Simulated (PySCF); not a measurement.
Compound: C₄H₂F₃O₂ (charge -1).
SMILES with atom numbers: `[CH2:1]=[C:2]([C:3](=[O:4])[O-:5])[C:6]([F:7])([F:8])[F:9]` (hydrogens: H10, H11 on C1)

The geometry is computed with GFN2-xTB (gas phase).

(1) What internal coordinates does the optimisation give?

Answers

(1) 
```
        bond  length (pm)
       C1=C2        132.1
       C2–C3        161.0
       C3=O4        122.6
       C3–O5        122.8
       C2–C6        148.7
       C6–F7        137.6
C6–F8, C6–F9        134.5
      C1–H10        107.8
      C1–H11        108.2
```

Bonds in one row agree within 1 pm and their mean is given. A selection of angles:
```
     angle  degrees
 C2–C1–H10    117.8
 C2–C1–H11    124.3
H10–C1–H11    117.8
  C1–C2–C3    121.3
  C1–C2–C6    121.4
  C3–C2–C6    117.3
  C2–C3–O4    114.6
  C2–C3–O5    113.4
  O4–C3–O5    132.0
  C2–C6–F7    113.5
  F7–C6–F8    103.7
  F8–C6–F9    106.6
```

Dihedral angles: C1–C2–C3–O4 180° (antiperiplanar); C1–C2–C6–F7 0° (synperiplanar).

Of the pairs four or more bonds apart, O5···H10 is among the closest relative to their van der Waals radii: 2.42 Å, 89 % of the sum of Bondi's values. The 3 C–F bonds span 1.345 Å (C6–F8, drawn single) to 1.376 Å (C6–F7, drawn single), a spread of 0.031 Å. The 3 C–C bonds span 1.321 Å (C1=C2, drawn double) to 1.610 Å (C2–C3, drawn single), a spread of 0.289 Å. C3 (carboxylate carbon) is planar (angles 132.0°, 114.6° and 113.4°, sum 360.0°, 0.00 Å off the plane of its three neighbours). C2 (fully substituted alkene carbon) is planar (angles 121.4°, 121.3° and 117.3°, sum 360.0°, 0.00 Å off the plane of its three neighbours). C1 (terminal =CH2 carbon) is planar (angles 124.3°, 117.8° and 117.8°, sum 360.0°, 0.00 Å off the plane of its three neighbours).

Point group: Cs (every atom within 0.08 Å of its image). Whether it is a minimum is left open (no frequencies).

One conformer stands for the species.
